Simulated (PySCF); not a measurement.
## Correlation energy of P⁺ (phosphorus, charge +1)

[Ne] 3s1 3p3, high-spin 5S determinant (an excited configuration). Computed with PySCF 2.14 in x2c-QZVPPall (9s6p4d2f1g, 70 functions), with the spin-free X2C one-electron Hamiltonian (Gaussian nucleus). Frozen: [Ne]; 4 electrons correlated.

| level | correlation energy (mhartree) |
| --- | --- |
| CCSD | -32.95 |
| (T) | -0.52 |
| CCSD(T) | -33.47 |

Diagnostics: T1 = 0.0015, D1 = 0.0038, largest double amplitude 0.054.

Cost of the coupled-cluster step: about 4 core-seconds, for 4 correlated electrons.
